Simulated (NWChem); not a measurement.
Molecule: BH$_{2}$F; SMILES BF

All runs: NWChem. The geometry was optimised at B3LYP/6-31G* (spherical d).

Diagonal of the polarisability tensor at B3LYP/def2-SVPD, static: 14.27, 18.27, 18.27 bohr³.

**Question.** Find the mean polarisability volume, the molar refraction, and the refractive index that an ideal gas of it would have at 273.15 K and 1 atm.

**Answer.** 
1. Mean: one third of the trace = 16.94 bohr³ × 0.14818 Å³/bohr³ = 2.51 Å³.
2. Molar refraction (Lorentz-Lorenz): (4π/3) N_A α = 6.3 cm³/mol.
3. Number density p/kT = 2.687 × 10⁻⁵ Å⁻³; n − 1 = 2π N α = 4.24 × 10⁻⁴.
4. These hold the electronic response alone: vibrational and orientational terms add to the static dielectric constant.
